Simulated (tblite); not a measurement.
Compound: C₃H₇ClGeSi.
Atom-mapped SMILES: `[CH2:1]=[C:2]1[SiH2:3][C@H:4]([Cl:5])[GeH2:6]1` (hydrogens: H7, H8 on C1; H9, H10 on Si3; H11 on C4; H12, H13 on Ge6)

Computed with GFN2-xTB (tblite), gas phase: L-BFGS steps from a force-field or distance-geometry start until the largest atomic force falls under 0.01 eV/Å.

Step 34: E = -492.6834 eV
```
atom  x, y, z in Å  |  force x, y, z in eV/Å
C1      1.9614    0.8780   -0.7053    0.009   0.009  -0.030
C2      0.7295    0.4310   -0.5296   -0.026  -0.080   0.011
Si3     0.0576   -1.3497   -0.5031   -0.005  -0.001   0.019
C4     -1.1153   -0.7395    0.9116    0.066   0.022  -0.068
Cl5    -2.7779   -1.3717    0.9357   -0.042   0.010  -0.064
Ge6    -0.8537    1.1789    0.3741   -0.135   0.075   0.189
H7      2.7505    0.2339   -1.0642    0.037  -0.013  -0.033
H8      2.2457    1.9012   -0.5148   -0.017   0.074  -0.023
H9     -0.6778   -1.7242   -1.7104    0.020   0.011   0.072
H10     1.0451   -2.3320   -0.0675    0.010  -0.102  -0.006
H11    -0.7051   -0.9637    1.8955    0.022   0.012  -0.008
H12    -1.9874    1.6355   -0.5057    0.060   0.005  -0.029
H13    -0.6771    2.2228    1.4657    0.001  -0.023  -0.030
```

Step 35: E = -492.6862 eV
```
atom  x, y, z in Å  |  force x, y, z in eV/Å
C1      1.9653    0.8825   -0.7090   -0.035  -0.005  -0.021
C2      0.7387    0.4251   -0.5202   -0.054  -0.065   0.005
Si3     0.0593   -1.3538   -0.4965    0.014  -0.033  -0.004
C4     -1.1197   -0.7410    0.9131    0.079   0.002  -0.059
Cl5    -2.7822   -1.3735    0.9313   -0.049   0.012  -0.074
Ge6    -0.8505    1.1753    0.3754   -0.118   0.067   0.157
H7      2.7571    0.2427   -1.0710    0.031   0.017  -0.023
H8      2.2352    1.9117   -0.5247    0.008   0.033  -0.032
H9     -0.6887   -1.7167   -1.7039    0.067   0.018   0.117
H10     1.0490   -2.3419   -0.0675   -0.046  -0.061  -0.023
H11    -0.7170   -0.9649    1.9002    0.037   0.020  -0.014
H12    -1.9751    1.6397   -0.5135    0.066  -0.002  -0.017
H13    -0.6758    2.2154    1.4683    0.000  -0.003  -0.013
```

Step 36: E = -492.6888 eV
```
atom  x, y, z in Å  |  force x, y, z in eV/Å
C1      1.9667    0.8866   -0.7153   -0.075  -0.020  -0.009
C2      0.7447    0.4198   -0.5130   -0.065  -0.015   0.009
Si3     0.0624   -1.3584   -0.4899    0.044  -0.048  -0.008
C4     -1.1238   -0.7426    0.9121    0.051  -0.023  -0.025
Cl5    -2.7895   -1.3724    0.9190   -0.022   0.020  -0.077
Ge6    -0.8499    1.1739    0.3812   -0.059   0.024   0.076
H7      2.7608    0.2493   -1.0806    0.008   0.056  -0.008
H8      2.2261    1.9209   -0.5366    0.017  -0.027  -0.043
H9     -0.6921   -1.7172   -1.6964    0.093   0.018   0.133
H10     1.0562   -2.3474   -0.0614   -0.096  -0.025  -0.037
H11    -0.7307   -0.9674    1.9033    0.038   0.022  -0.028
H12    -1.9657    1.6481   -0.5151    0.071  -0.007   0.001
H13    -0.6697    2.2074    1.4748   -0.005   0.024   0.017
```

Step 37: E = -492.6913 eV
```
atom  x, y, z in Å  |  force x, y, z in eV/Å
C1      1.9652    0.8896   -0.7234   -0.095  -0.027   0.002
C2      0.7471    0.4159   -0.5084   -0.063   0.044   0.018
Si3     0.0671   -1.3634   -0.4836    0.067  -0.031   0.008
C4     -1.1276   -0.7444    0.9091    0.000  -0.040   0.013
Cl5    -2.7984   -1.3687    0.9000    0.022   0.028  -0.074
Ge6    -0.8509    1.1740    0.3900    0.017  -0.031  -0.020
H7      2.7613    0.2545   -1.0920   -0.024   0.087   0.005
H8      2.2189    1.9279   -0.5502    0.012  -0.080  -0.051
H9     -0.6877   -1.7251   -1.6879    0.094   0.009   0.115
H10     1.0649   -2.3487   -0.0504   -0.122  -0.009  -0.042
H11    -0.7452   -0.9710    1.9044    0.031   0.016  -0.036
H12    -1.9591    1.6600   -0.5105    0.072  -0.011   0.017
H13    -0.6600    2.2000    1.4849   -0.012   0.045   0.044
```

Question: Estimate the geometry and energy of step 38. (The exact step hangs on the optimiser's Hessian estimate; all steps are aligned on step 37, rigid shifts and turns removed.)

Answer: E = -492.6942 eV, largest force 0.156 eV/Å
```
atom  x, y, z in Å  |  force x, y, z in eV/Å
C1      1.9608    0.8921   -0.7335   -0.090  -0.023   0.008
C2      0.7465    0.4131   -0.5046   -0.046   0.090   0.023
Si3     0.0742   -1.3691   -0.4761    0.070   0.014   0.035
C4     -1.1322   -0.7470    0.9047   -0.052  -0.047   0.045
Cl5    -2.8089   -1.3622    0.8732    0.068   0.032  -0.064
Ge6    -0.8522    1.1747    0.4013    0.093  -0.072  -0.103
H7      2.7592    0.2603   -1.1061   -0.058   0.097   0.014
H8      2.2123    1.9332   -0.5672   -0.005  -0.113  -0.052
H9     -0.6766   -1.7399   -1.6772    0.077  -0.003   0.075
H10     1.0748   -2.3479   -0.0352   -0.125  -0.010  -0.036
H11    -0.7621   -0.9761    1.9041    0.017   0.002  -0.033
H12    -1.9531    1.6764   -0.5003    0.070  -0.015   0.031
H13    -0.6470    2.1931    1.4991   -0.019   0.048   0.056
```

The energy changes by -0.0029 eV. The first-order estimate −F·Δx gives -0.0038 eV and the mean of the old and new forces, exact on a quadratic surface, -0.0029 eV. The step makes an angle of 79° with the force vector and moves no atom by more than 0.029 Å.

What follows is the cost of the whole relaxation. On an Arm Neoverse N1 with one thread, no GPU (shared host), this took 1.3 s.
